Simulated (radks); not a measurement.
Question: Charge is removed step by step from the 3s level of Bi, starting from [Hg] 6p3. All-electron calculation, scalar-relativistic Kohn-Sham, PBE, spin-unpolarised, spherical densities, finite nucleus; Fermi nuclear charge, rms radius 5.5211 fm. Program: a radial shooting solver on a logarithmic mesh with Libxc functionals. At the starting occupation the eigenvalue is -3930.7 eV. Estimate the energy to remove one whole electron from this level, the eigenvalue at the end, and how far E(n) bends from a straight line.

Answer: Delta-SCF 3960.1 eV; final eigenvalue -4002.1 eV; the deviation from the straight line is -8.944 eV at 0.5 electron removed, the largest on the grid computed. Slater's transition state (half an electron removed) gives 3966.0 eV. Integrating minus the eigenvalue over the occupation (Janak's theorem) gives 3966.1 eV. In this scalar-relativistic scheme the density is built from large components alone, so the theorem holds only approximately. The mean slope of the eigenvalue, de/dn, is 71.4 eV per electron.
